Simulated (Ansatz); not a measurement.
A nudged elastic band was laid between two geometries of FH5Si2 + H4OSi (14 atoms, charge 0, multiplicity 1).

All numbers below come from Ansatz, RHF/def2-SVP.

| Quantity | Value |
| --- | --- |
| movable images | 9 |
| climbing image | yes |
| spring | 5.0 eV/Å² |
| optimiser | quadratic models (default) |
| start path | through a guess of the saddle point |
| force threshold | 0.05 eV/Å |
| iteration limit | 60 |
| end points | relaxed |

Image 0:

```xyz
14
Properties=species:S:1:pos:R:3
Si -1.553 -0.770 1.315
F -1.066 -1.979 0.331
H -2.262 -1.427 2.435
H -2.518 0.050 0.554
Si 0.327 0.456 2.065
H 0.203 -1.087 -1.073
O 0.466 -0.177 -1.098
Si 0.954 0.532 -2.511
H 0.120 0.777 3.502
H 0.473 1.727 1.323
H 1.551 -0.368 1.942
H 2.136 -0.162 -3.073
H -0.127 0.500 -3.523
H 1.297 1.929 -2.191
```

Image 10:

```xyz
14
Properties=species:S:1:pos:R:3
Si -1.032 0.236 0.425
F 2.291 -0.928 0.263
H -2.166 -0.712 0.293
H -1.579 1.611 0.306
Si 0.081 -0.045 2.496
H 1.582 -0.642 -0.234
O 0.017 -0.018 -0.863
Si -0.006 0.156 -2.523
H -0.904 0.312 3.550
H 1.239 0.870 2.593
H 0.498 -1.451 2.688
H 1.278 -0.356 -3.036
H -1.133 -0.618 -3.087
H -0.167 1.585 -2.868
```

Question: Which bonds break or form, and what moves?

Answer: Bonds broken: Si1–F2, H6–O7. Bonds formed: Si1–O7, F2–H6. FH5Si2 + H4OSi becomes FH + H8OSi3.

Question: What energy profile does the band end with?

Answer: It converged. The highest image is number 5 of 0 to 10, 38.0 kcal/mol above the first end and 34.2 kcal/mol above the last; the last end lies 3.8 kcal/mol above the first. Neighbouring images differ by up to 1.3 eV, so the band resolves the path poorly. A vibrational analysis at the climbing image gives one clearly imaginary mode, 755i cm⁻¹: a first-order saddle point. The orbitals stay closed-shell, which can raise the energy where a bond breaks towards radicals; this wasn't checked here.

| image | path coordinate (Å) | energy (kcal/mol) | Si1–F2 (Å) | H6–O7 (Å) | Si1–O7 (Å) |
| --- | --- | --- | --- | --- | --- |
| 0 | 0.00 | 0.0 | 1.63 | 0.95 | 3.20 |
| 1 | 1.27 | 0.4 | 1.63 | 0.95 | 3.22 |
| 2 | 2.53 | 0.9 | 1.63 | 0.95 | 3.32 |
| 3 | 3.80 | 1.3 | 1.63 | 0.95 | 3.24 |
| 4 | 5.06 | 17.2 | 1.66 | 0.95 | 2.53 |
| 5 | 6.33 | 38.0 | 2.03 | 1.06 | 1.83 |
| 6 | 7.18 | 7.2 | 2.75 | 1.66 | 1.70 |
| 7 | 8.03 | 4.2 | 3.25 | 1.81 | 1.68 |
| 8 | 8.87 | 4.0 | 3.39 | 1.80 | 1.68 |
| 9 | 9.72 | 3.8 | 3.48 | 1.80 | 1.68 |
| 10 | 10.57 | 3.8 | 3.52 | 1.80 | 1.68 |

Question: What is the geometry of the highest image?

Answer: 
```xyz
14
Properties=species:S:1:pos:R:3
Si -0.858 -0.345 0.531
F 0.538 -1.823 0.543
H -1.882 -1.399 0.600
H -1.651 0.849 0.070
Si 0.316 0.354 2.444
H 0.634 -1.210 -0.591
O 0.117 -0.388 -1.018
Si 0.227 0.445 -2.490
H -0.332 1.525 3.090
H 1.680 0.760 2.020
H 0.417 -0.744 3.432
H 1.329 -0.187 -3.234
H -1.053 0.304 -3.201
H 0.518 1.858 -2.197
```

The run took 8.9 min on 2 threads of Arm Neoverse V1 (shared host), peak memory 0.31 GiB.
